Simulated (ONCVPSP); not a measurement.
Ge (Z = 32): variants of one ONCV potential

Base potential:

- Element: germanium
- Generator: ONCVPSP 4.0.1
- Type: optimised norm-conserving Vanderbilt (ONCV)
- Functional: PBE
- Relativity: fully relativistic
- Frozen core: [Ar] 3d10
- Valence charge: 4
- Reference configuration: 4s2 4p2
- Partial waves: 4s: rc 1.60 bohr, ncon 4, nbas 8, qcut 3.6 1/bohr, 2 projectors, debl 1 Ha; 4p: rc 2.40 bohr, ncon 4, nbas 7, qcut 3.8 1/bohr, 3 projectors, debl 1.3 Ha; d scattering state at 0.13 Ha: rc 1.85 bohr, ncon 3, nbas 6, qcut 4.8 1/bohr, 1 projector
- Local potential: polynomial inside 1.40 bohr (lpopt 4, dvloc0 0 Ha)
- Core correction: none

Open shells are filled in proportion to 2j + 1.

Cutoffs, loose and tight: the cutoffs (Ha) at which the residual kinetic energy of the hardest occupied pseudo-wave falls to 1 and 0.1 mHa per electron. They do not see the model core or the augmentation charge, which bear on the density cutoff. Test errors are all-electron minus pseudo excitation energies from the reference, over the configurations 4s2 4p1; 4s2 4p0; 4s1 4p0; 4s2 4p1.5. A dash means not determined; rows that change the core or the reference have their own tests.

1 further variants are left out, since the program set their typed debl aside.

```json
{"change": "base", "outcome": "generated", "cutoff, loose": "15 Ha", "cutoff, tight": "57 Ha", "bound ghosts": "none", "GHOST(+) flags above zero": "s", "largest test error (meV)": "+56"}
{"change": "s: debl 0.45", "outcome": "generated", "cutoff, loose": "15 Ha", "cutoff, tight": "57 Ha", "bound ghosts": "none", "GHOST(+) flags above zero": "s", "largest test error (meV)": "+56"}
{"change": "s: debl 0.65", "outcome": "generated", "cutoff, loose": "15 Ha", "cutoff, tight": "57 Ha", "bound ghosts": "none", "GHOST(+) flags above zero": "none", "largest test error (meV)": "+56"}
{"change": "s: debl 1.25", "outcome": "generated", "cutoff, loose": "15 Ha", "cutoff, tight": "57 Ha", "bound ghosts": "none", "GHOST(+) flags above zero": "s", "largest test error (meV)": "+56"}
{"change": "s: debl 2.25", "outcome": "generated", "cutoff, loose": "15 Ha", "cutoff, tight": "57 Ha", "bound ghosts": "none", "GHOST(+) flags above zero": "s", "largest test error (meV)": "+56"}
{"change": "s: debl 3.7", "outcome": "generated", "cutoff, loose": "15 Ha", "cutoff, tight": "57 Ha", "bound ghosts": "none", "GHOST(+) flags above zero": "s", "largest test error (meV)": "+57"}
```

Reading the sweep of the debl of the s channel (base included, trends over the rows without a ghost): The loose cutoff stays near 15 Ha. The median size of the test errors (rows with all tests solved) stays near 9.4 meV.
